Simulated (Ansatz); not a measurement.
One change: `Cl[SiH2]S[SiH2]Cl` becomes `Cl[SiH2][S][GeH3]`.

Ansatz, PBE0-D4/def2-TZVP geometries, multiplicity 1. Each molecule was computed in one conformer, which needn't be the lowest.

Scalar relativity is left out up to krypton.

```tsv
property	`Cl[SiH2]S[SiH2]Cl`
HOMO energy (PBE0/def2-TZVPP) / eV	-8.08
HOMO–LUMO gap (PBE0/def2-TZVPP) / eV	7.54
size of the dipole moment (PBE/def2-TZVPP) / D	0.54
LUMO energy (B3LYP/def2-TZVPP) / eV	-0.69
size of the dipole moment (B3LYP/def2-TZVPP) / D	0.59
size of the dipole moment (ωB97M-V/def2-TZVPP) / D	0.57
```

Q: What does the change do to each property? (An estimate is asked.)

A: Ansatz gave: 
| property | `Cl[SiH2][S][GeH3]` | shift |
| --- | --- | --- |
| HOMO energy (PBE0/def2-TZVPP) / eV | -7.59 | 0.49 |
| HOMO–LUMO gap (PBE0/def2-TZVPP) / eV | 7.18 | -0.36 |
| size of the dipole moment (PBE/def2-TZVPP) / D | 2.20 | 1.66 |
| LUMO energy (B3LYP/def2-TZVPP) / eV | -0.66 | 0.03 |
| size of the dipole moment (B3LYP/def2-TZVPP) / D | 2.30 | 1.71 |
| size of the dipole moment (ωB97M-V/def2-TZVPP) / D | 2.33 | 1.76 |

With PBE0 the HOMO rises by 0.49 eV and the LUMO rises by 0.13 eV, so the gap narrows by about 0.36 eV. PBE moves the HOMO by 0.49 eV and ωB97M-V by 0.49 eV. Dipoles are sizes alone; their direction can turn.

B3LYP here is the variant with VWN-RPA as its local correlation; programs differ in this.
